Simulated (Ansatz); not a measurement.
**Two structures, one formula**

The two ends of one reaction step of TiZnN4H10S2, closed shell (PBE0-D4/def2-TZVP).

A:

```json
{"atom": "Ti1", "x (Å)": "-0.6458", "y (Å)": "-0.8637", "z (Å)": "-0.1432"}
{"atom": "N2", "x (Å)": "0.8891", "y (Å)": "-0.7999", "z (Å)": "0.9509"}
{"atom": "N3", "x (Å)": "-0.7942", "y (Å)": "-2.5305", "z (Å)": "-0.9838"}
{"atom": "N4", "x (Å)": "-2.1875", "y (Å)": "-0.4116", "z (Å)": "0.7849"}
{"atom": "N5", "x (Å)": "-0.2485", "y (Å)": "0.5708", "z (Å)": "-1.4818"}
{"atom": "H6", "x (Å)": "0.4313", "y (Å)": "2.7929", "z (Å)": "2.2364"}
{"atom": "S7", "x (Å)": "-0.4126", "y (Å)": "2.6222", "z (Å)": "1.2074"}
{"atom": "Zn8", "x (Å)": "1.0533", "y (Å)": "1.5888", "z (Å)": "-0.1567"}
{"atom": "S9", "x (Å)": "3.1738", "y (Å)": "1.4009", "z (Å)": "-0.8086"}
{"atom": "H10", "x (Å)": "1.8401", "y (Å)": "-0.9630", "z (Å)": "0.6375"}
{"atom": "H11", "x (Å)": "0.8849", "y (Å)": "-0.5494", "z (Å)": "1.9305"}
{"atom": "H12", "x (Å)": "-1.4715", "y (Å)": "-2.7489", "z (Å)": "-1.7031"}
{"atom": "H13", "x (Å)": "-0.2072", "y (Å)": "-3.3335", "z (Å)": "-0.8060"}
{"atom": "H14", "x (Å)": "-3.0682", "y (Å)": "-0.8881", "z (Å)": "0.9086"}
{"atom": "H15", "x (Å)": "-2.1538", "y (Å)": "0.4663", "z (Å)": "1.2989"}
{"atom": "H16", "x (Å)": "-1.0073", "y (Å)": "1.1944", "z (Å)": "-1.7318"}
{"atom": "H17", "x (Å)": "0.2411", "y (Å)": "0.3155", "z (Å)": "-2.3317"}
{"atom": "H18", "x (Å)": "3.6828", "y (Å)": "2.1367", "z (Å)": "0.1915"}
```

B:

Ti1  (-0.206, -0.270, 0.177)
N2  (0.029, -1.459, 2.104)
N3  (-0.148, -2.046, -0.554)
N4  (-1.898, 0.395, 0.674)
N5  (-0.113, 0.555, -1.704)
H6  (-0.077, -0.807, 2.872)
S7  (1.484, 0.965, 1.056)
Zn8  (1.258, 1.916, -0.980)
S9  (2.023, 3.568, -2.211)
H10  (0.956, -1.862, 2.180)
H11  (-0.663, -2.192, 2.203)
H12  (-0.323, -2.219, -1.534)
H13  (0.260, -2.874, -0.145)
H14  (-2.798, -0.005, 0.449)
H15  (-2.018, 1.248, 1.203)
H16  (-0.946, 1.003, -2.064)
H17  (0.326, 0.053, -2.465)
H18  (2.853, 4.030, -1.261)
(Å)

Ansatz 0.2.0; basis: def2-TZVPP; cores frozen in the correlated methods. The 3s and 3p shells of Cu and Zn are frozen; filled d shells are correlated. B3LYP uses VWN-RPA correlation.

(1) Which structure is lower at CCSD(T), and by how much? (To be estimated.)

No T1 diagnostic of these runs exceeds 0.023.

Answers

(1) The calculation gives: B, by 18.95 kcal/mol (electronic energy, against the other). By their contacts, A is TiZnN₄H₁₀S₂ ([NH2][Ti]([NH2])([NH2])[NH2][Zn]([SH])[SH]) and B is TiZnN₄H₁₀S₂ ([NH2][Ti]12([NH2])([NH3])[NH2][Zn]1([SH])[S]2).

All methods give the same order:

```
      method  E(B) − E(A) (kcal/mol)
       SPW92                  -17.63
      PBE-D4                  -14.57
     BLYP-D4                  -10.99
   r2SCAN-D4                  -16.82
      B97M-V                  -18.42
     PBE0-D4                  -15.24
    B3LYP-D4                  -12.09
  r2SCAN0-D4                  -16.77
    BHLYP-D4                  -12.78
CAM-B3LYP-D4                  -12.55
     wB97X-V                  -14.49
     wB97M-V                  -15.13
      B2PLYP                  -18.30
    PBE-QIDH                  -19.81
  RPA on PBE                  -18.69
          HF                  -14.03
         MP2                  -21.52
        CCSD                  -16.86
     CCSD(T)                  -18.95
```

Labels in which every atom is bracketed show which atoms are joined, not bond orders.

For scale, one of the runs: CCSD(T)/def2-TZVPP, 476 basis functions, launched by `ansatz run in.yaml --threads 4 --pin off --events-out ev --progress --plain --max-ram 66560MiB --backend cuda --devices 0, --max-vram 37GiB`. The run took 95 s on 4 CPU threads of an AMD EPYC 7R13 and a share of one NVIDIA H100 (shared host), with 1.3 GiB of host memory at its peak.
